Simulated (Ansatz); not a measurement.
Isolated molecules relaxed with PBE0-D4/def2-TZVP in Ansatz; ΔE leaves out vibrations. CCSD(T)/CBS is the MP2 limit (def2-TZVPP, def2-QZVPP) plus CCSD(T) − MP2 in def2-TZVPP, frozen cores. This one scheme is used for every species. For Zn outer-core shells are correlated without core-valence functions, which leaves a few kJ/mol of doubt a bond. Scalar relativity is left out up to krypton. Each species was taken in one conformer, which may not be the lowest.

Reaction (cleavage of the B–Zn bond): `C[B](C)[ZnH]` + H₂S → `CB(C)S` + `[ZnH2]`

| species | CCSD(T)/CBS(def2) energy (Eh) |
| --- | --- |
| `C[B](C)[ZnH]` | -1883.46486 |
| H₂S | -398.97279 |
| `CB(C)S` | -502.93918 |
| `[ZnH2]` | -1779.54550 |

(1) Work out ΔE.

Largest T1 diagnostic among the species: 0.016.

## Answers

(1) ΔE = (-502.93918) + (-1779.54550) − (-1883.46486) − (-398.97279) = -0.04703 Eh = -123.5 kJ/mol.

At CCSD(T), def2-SVP lies −4.9 kJ/mol from the extrapolated value and def2-TZVPP −3.3 kJ/mol. The D4 term adds −3.8 kJ/mol with B3LYP and −1.9 kJ/mol with PBE0; it sums over pairs of atoms, weighted by their polarisabilities, and B3LYP, whose exchange is more repulsive, gets the larger term. Leaving LDA and LC-ωPBE aside and taking each functional with its dispersion term where it has one, the values, not all of them listed here, spread over 15.3 kJ/mol, from B97M-V to BLYP-D4. LDA lies −7.5 kJ/mol from PBE without D4.

B3LYP here is the variant with VWN-RPA as its local correlation; programs differ in this.
